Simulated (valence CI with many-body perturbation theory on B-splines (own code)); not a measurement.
**Tm LV: one-electron terms**

Level of theory: relativistic CI+MBPT: five valence electrons over a frozen Dirac-Fock core [Ne], radial functions for each j: 9 s, 9 p, 8 d, 6 f, 3 g, 1 h, with the one-electron correlation potential Σ1, the two-electron term Σ2, the three-electron term Σ3, Breit, model QED; selected CI, second order for the rest (own B-spline code, finite nucleus).

No measured spectrum was set against this ion. As an estimate, large intervals hold to a few tenths of a per cent, small ones and those within an open d or f shell to about a per cent. Among the levels kept, up to 580 cm⁻¹ of a level comes from second order outside the variational space, and about a tenth of that is noise between levels of different J, which matters for small intervals.

These are the spectroscopic orbitals of the CI (the correlating ones are not listed), shaped by the core and the other valence electrons. h is the expectation value of the core's Dirac-Fock operator, without the valence repulsion; Σ1 is computed up to l = 3 at one energy for each symmetry, that of its lowest orbital but kept below the first core excitation, so for empty shells it is not the orbital's own correlation shift; Breit and QED include the response of the core.

```tsv
Orbital	h (hartree)	Σ1 (cm⁻¹)	Breit (cm⁻¹)	QED (cm⁻¹)	⟨r⟩ (bohr)
3s1/2	-221.58	-7108	36165	29908	0.2030
4s1/2	-120.5	-2376	13923	11896	0.3775
5s1/2	-75.537	-1086	6618	5794	0.6080
6s1/2	-51.731	-592	3695	3257	0.8922
3p1/2	-216.27	-9254	60617	1329	0.1913
4p1/2	-118.28	-3035	23433	546	0.3689
5p1/2	-74.423	-1393	11292	273	0.6017
6p1/2	-51.095	-762	6339	155	0.8884
3p3/2	-206.29	-7964	33900	3998	0.2019
4p3/2	-114.2	-2718	13145	1609	0.3831
5p3/2	-72.372	-1269	6954	799	0.6195
6p3/2	-49.924	-701	3923	455	0.9098
3d3/2	-199.91	-9936	27906	-852	0.1732
4d3/2	-111.75	-2778	10021	-271	0.3584
5d3/2	-71.164	-1237	4753	-123	0.5979
3d5/2	-197.59	-8829	13384	400	0.1764
4d5/2	-110.75	-2459	4749	231	0.3624
5d5/2	-70.652	-1096	2315	129	0.6028
4f5/2	-109.41	-2351	980	-154	0.3166
5f5/2	-69.981	-1143	668	-81.4	0.5595
4f7/2	-108.98	-2232	284	72.3	0.3186
5f7/2	-69.761	-1080	192	34.0	0.5618
5g7/2	-69.598		21.1	-36.6	0.4951
5g9/2	-69.47		4.1	27.7	0.4965
```

Among the shells of the start configuration 3s2 3p3, Σ1 is largest in size for 3p1/2, where it is 0.019 % of h.

Lowest root of each symmetry, sizes in configuration state functions:

| J | Parity | Roots | Reference | Variational | Second order | Change by selected CI (cm⁻¹) | Change by second order (cm⁻¹) |
| --- | --- | --- | --- | --- | --- | --- | --- |
| 1/2 | even | 7 | 44 | 39992 | 246441 | -17952 | -25 |
| 3/2 | even | 10 | 71 | 39996 | 367874 | -22774 | -113 |
| 5/2 | even | 9 | 74 | 39980 | 617741 | -23238 | -213 |
| 7/2 | even | 5 | 54 | 39997 | 547671 | -23616 | -224 |
| 9/2 | even | 2 | 34 | 38947 | 330980 | -24092 | -40 |
| 1/2 | odd | 7 | 67 | 39998 | 274827 | -18296 | -43 |
| 3/2 | odd | 10 | 110 | 39999 | 619411 | -17393 | -97 |
| 5/2 | odd | 8 | 114 | 39989 | 632989 | -17586 | -316 |
| 7/2 | odd | 5 | 93 | 39988 | 710772 | -19143 | -328 |
| 9/2 | odd | 3 | 57 | 39995 | 634650 | -18640 | -160 |
